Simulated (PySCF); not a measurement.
Q: Give a GFN2-xTB geometry of `C#C[C+]1C=CCC1`. (Charge +1.)

A: 
```
atom  x, y, z in Å
C1     3.2115   -0.0086   -0.2057
C2     2.0073   -0.0240   -0.0933
C3     0.6299   -0.0307    0.0432
C4    -0.1056    0.7987    0.9050
C5    -1.4379    0.5144    0.7727
C6    -1.6699   -0.5457   -0.2107
C7    -0.2763   -0.9187   -0.7082
H8     4.2613    0.0040   -0.3040
H9     0.3280    1.5353    1.5581
H10   -2.2336    1.0003    1.3136
H11   -2.3314   -0.1964   -1.0111
H12   -2.2053   -1.3886    0.2398
H13   -0.0241   -1.9699   -0.5347
H14   -0.1544   -0.7757   -1.7869
```

Any rigid rotation of these coordinates is as good. Atoms count from 1 in this order. The 5-membered ring C3–C4–C5–C6–C7 has internal angles of 104.4° to 111.7° (sum 540°, against 540° for a flat polygon); it is planar, 0.00 Å rms from its mean plane, widest ring torsion 0°. C5 (carbon bonded to 2 C and H) is planar (angles 125.2°, 123.1° and 111.7°, sum 360.0°, 0.00 Å off the plane of its three neighbours). The 7 heavy atoms lie in one plane (0.001 Å rms). C4 (carbon bonded to 2 C and H) is planar (angles 126.4°, 124.5° and 109.1°, sum 360.0°, 0.00 Å off the plane of its three neighbours).

Bonds between heavy atoms (Å): C1≡C2 1.209, C2–C3 1.384, C3–C4 1.404, C4=C5 1.369, C5–C6 1.464, C6–C7 1.526, C3–C7 1.475.

The geometry is computed with GFN2-xTB (gas phase).

Point group: Cs (tolerance 0.08 Å). No GFN2-xTB frequencies stand behind this structure, so it isn't proved a minimum.
